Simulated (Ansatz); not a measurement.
C₂H₆O₂Sn (`C[O][Sn][O]C`). Charge 0, multiplicity 1. Sn: def2 effective core potential.

Cartesian coordinates in Å:
```
C -1.4777 0.4147 0.8392
O -1.6066 0.8930 -0.4699
Sn -0.6077 0.6437 -2.1546
O 1.0325 -0.2847 -1.5662
C 1.6218 -0.5673 -0.3285
H -0.9976 -0.5696 0.8890
H -2.4721 0.3249 1.2910
H -0.8925 1.1060 1.4584
H 1.3185 -1.5556 0.0387
H 2.7119 -0.5747 -0.4400
H 1.3696 0.1697 0.4429
```

(1) List the harmonic frequencies (cm⁻¹, unscaled) at PBE0-D4/def2-TZVP in Ansatz. (Best estimate.)

(2) Is this a minimum?

(3) Give the ideal-gas thermochemistry at 298.15 K and 1 bar (rigid rotor, harmonic oscillator; point group C2, symmetry number 2).

## Answers

(1) The calculation gave: 53, 97, 106, 125, 144, 162, 273, 490, 505, 1117, 1143, 1170, 1172, 1186, 1186, 1468, 1477, 1481, 1493, 1499, 1500, 2995, 3001, 3057, 3061, 3066, 3071.

(2) Yes, all 27 modes are real.

(3) Zero-point energy 215.9 kJ/mol; H(298) − E = 239.8 kJ/mol; entropy 380.8 J/(mol·K), of which translation 173.7, rotation 110.4, vibration 96.7; G(298) − E = 126.2 kJ/mol. Modes under 100 cm⁻¹ are hindered rotations or soft bends, so the harmonic entropy is rough.
